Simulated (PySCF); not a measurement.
Oxygen: a sound run and one with changed settings

Sound run: O⁺ [He] 2s2 2p3, O²⁺ [He] 2s2 2p2. Calculation: PySCF 2.14, in x2c-TZVPall (5s3p2d1f, 31 functions); scalar relativity by spin-free X2C-1e. In the sound run the correlated levels freeze 1s2. The sound run starts from symmetry-adapted Hartree-Fock orbitals and uses a fine grid where one is needed.

A second run was set up differently.

| species | method | sound run (hartree) | changed run (hartree) | converged |
| --- | --- | --- | --- | --- |
| O⁺ | MP2 | -74.52274 | -74.54041 | yes |
| O⁺ | CCSD(T) | -74.53957 | -74.55780 | yes |
| O²⁺ | MP2 | -73.22951 | -73.24665 | yes |
| O²⁺ | CCSD(T) | -73.25258 | -73.27021 | yes |

Ionisation energy of O⁺:

```
 method  sound run (eV)  changed run (eV)
    UHF          34.573            34.573
    MP2          35.191            35.205
SCS-MP2          34.939            34.949
   CCSD          35.014            35.031
CCSD(T)          35.021            35.037
```

(1) What was changed?
A. all electrons correlated in a valence basis
B. minimal basis
C. too few SCF iterations
D. level shift left on

Answers

(1) A. A valence basis has no tight correlating functions, so it recovers only part of the core correlation, and not evenly between atom and ion.
